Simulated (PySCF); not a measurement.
# C₆ coefficients of unlike pairs at PBE

Calculated with PySCF 2.14 from the dipole response of each species, C₆(A,B) = (3/π) ∫ α_A(iu) α_B(iu) du, in atomic units, from isotropic polarisabilities. For ions this is the dispersion term alone; charge-induced terms of lower order in 1/R come first.

```csv
species,configuration,basis,relativity,α (bohr³),C₆ (like pair)
Pb³⁺,[Xe] 4f14 5d10 6s1 (2S),aug-cc-pwCVTZ-PP with ECP60MDF (8s7p6d4f1g),core potential,8.497,47.89
C,[He] 2s2 2p2 (3P),aug-cc-pVTZ (5s4p3d2f),none,13.23,54.07
Cu²⁺,[Ar] 3d9 (2D),aug-cc-pVTZ-PP with ECP10MDF (6s6p5d3f2g),core potential,3.000,8.060
Cu³⁺,[Ar] 3d8 (3F),aug-cc-pwCVDZ-PP with ECP10MDF (6s6p5d3f),core potential,1.430,3.160
```

(1) Estimate C₆ for Cu²⁺ with C.

No spin-orbit coupling is included.

The other pairs:

```
      pair     C₆
Cu³⁺, Cu²⁺  4.943
   Cu³⁺, C  9.940
Cu³⁺, Pb³⁺  11.64
   C, Pb³⁺  46.90
Cu²⁺, Pb³⁺  19.48
```

Answers

(1) The integral gives 18.14. The combination rule 2 C_A C_B / (C_A α_B/α_A + C_B α_A/α_B) gives 18.23 and the geometric mean 20.88.
